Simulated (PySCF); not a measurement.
## SMILES CB(C)C1=CC=C([O-])B1, [C$_{6}$H$_{9}$B$_{2}$O]-, charge -1

Molfile (atoms numbered from 1):
```
C6H9B2O
     RDKit          3D

 18 18  0  0  0  0  0  0  0  0999 V2000
   -1.9788   -1.2303   -0.0574 C   0  0  0  0  0  0  0  0  0  0  0  0
   -1.0859    0.1143   -0.0304 B   0  0  0  0  0  0  0  0  0  0  0  0
   -1.8825    1.5129    0.0004 C   0  0  0  0  0  0  0  0  0  0  0  0
    0.4107    0.0801   -0.0099 C   0  0  0  0  0  0  0  0  0  0  0  0
    1.1681   -1.1433   -0.0369 C   0  0  0  0  0  0  0  0  0  0  0  0
    2.5283   -1.0094    0.0045 C   0  0  0  0  0  0  0  0  0  0  0  0
    2.8861    0.3835    0.0674 C   0  0  0  0  0  0  0  0  0  0  0  0
    4.0452    0.8289    0.1143 O   0  0  0  0  0  0  0  0  0  0  0  0
    1.4460    1.1786    0.0595 B   0  0  0  0  0  0  0  0  0  0  0  0
   -3.0514   -1.0391   -0.1332 H   0  0  0  0  0  0  0  0  0  0  0  0
   -1.7103   -1.8765   -0.8948 H   0  0  0  0  0  0  0  0  0  0  0  0
   -1.8246   -1.8207    0.8479 H   0  0  0  0  0  0  0  0  0  0  0  0
   -1.7488    2.0101    0.9618 H   0  0  0  0  0  0  0  0  0  0  0  0
   -2.9583    1.4099   -0.1593 H   0  0  0  0  0  0  0  0  0  0  0  0
   -1.5050    2.2032   -0.7529 H   0  0  0  0  0  0  0  0  0  0  0  0
    0.6884   -2.1179   -0.0885 H   0  0  0  0  0  0  0  0  0  0  0  0
    3.2395   -1.8261   -0.0110 H   0  0  0  0  0  0  0  0  0  0  0  0
    1.3245    2.3482    0.1069 H   0  0  0  0  0  0  0  0  0  0  0  0
  1  2  1  0
  2  3  1  0
  2  4  1  0
  4  5  2  0
  5  6  1  0
  6  7  2  0
  7  8  1  0
  7  9  1  0
  9  4  1  0
  1 10  1  0
  1 11  1  0
  1 12  1  0
  3 13  1  0
  3 14  1  0
  3 15  1  0
  5 16  1  0
  6 17  1  0
  9 18  1  0
M  CHG  1   8  -1
M  END
```

Method: quadratic response B3LYP/def2-SVPD first hyperpolarisability, Taylor convention, gas phase (PySCF 2.14.0). Geometry: GFN2-xTB.

For a gas-phase anion, states above the detachment energy (about 1.0 eV, taken as minus the energy of the highest occupied orbital) lie in the continuum and depend on the basis.

Question: Give the tensor of the static β(0;0,0) in the axes of these coordinates.

Answer: In au, Taylor convention; rows are the first index (the induced dipole):
|  | xx | yy | zz | xy | xz | yz |
| --- | --- | --- | --- | --- | --- | --- |
| x | +663.8 | -154.3 | +43.8 | +165.6 | +23.1 | -4.9 |
| y | +165.6 | -49.5 | -25.8 | -154.3 | -4.9 | -2.0 |
| z | +23.1 | -2.0 | -0.6 | -4.9 | +43.8 | -25.8 |

Norm of βᵢ = ⅓ Σⱼ (βᵢⱼⱼ + βⱼᵢⱼ + βⱼⱼᵢ): 561.0 au, hyper-Rayleigh value 285.9 au.
